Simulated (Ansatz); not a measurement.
A run for Ansatz (a quantum-chemistry and plane-wave program): U-CCSD(T)/def2-TZVPP on BF+, 2S+1 = 2, a spin state set in the input, which need not be the lowest, a point of a bond scan (R = 1.217 Å). Charge +1.

Ansatz 0.2 input:
```yaml
crystal:
  periodic: [false, false, false]
  atoms:
    - {symbol: B, position_ang: [0.00000000, 0.00000000, 0.00000000]}
    - {symbol: F, position_ang: [0.00000000, 0.00000000, 1.21725300]}
basis:
  gaussian:
    orbitals: def2-TZVPP
    pivot_positions_ang: [[0.00000000, 0.00000000, 0.00000000], [0.00000000, 0.00000000, 1.21725300]]
total_charge: 1
magnetization: {spin_polarized: true, initial_magnetization: 1}
correlation: {method: ccsd_t, electrons: valence}
output: {orbitals: {seedname: ./end}}
```

The head of its log:

```
WARN ansatz: RAYON_NUM_THREADS=2 ignored (pool sized by the plan → 2); use --threads N
Functional definition: HF
integrals: 0.04 GiB planned
436 factors; integrals over basis functions are off by at most 3.9e-4 eV
mean field: 0.09 GiB planned
mean field evaluation 1: about -3361.0462 eV, gradient 5.0e1 eV
mean field evaluation 2: about -3361.0462 eV, gradient 5.0e1 eV
mean field evaluation 4: about -3368.7102 eV, gradient 2.9e0 eV
mean field evaluation 8: about -3368.8142 eV, gradient 1.5e-1 eV
mean field evaluation 16: about -3368.8014 eV, gradient 9.4e-1 eV
mean field evaluation 32: about -3368.8146 eV, gradient 9.9e-7 eV
mean field evaluation 64: about -3359.6517 eV, gradient 6.7e-1 eV
mean field -3368.81460643 eV, -123.8016533216 hartree, gradient 9.9e-7 eV, S^2 0.753432; 2 other end points of the search recorded, 0 dependent functions left out
2 core orbitals not correlated
reference -3368.81460643 eV, -123.8016533216 hartree; 5, 4 occupied and 55, 56 virtual orbitals, 436 factors
```

Q: What total energy does the run end on?

A: -124.1006 hartree (reference determinant -123.8017, T1 diagnostic 0.019).
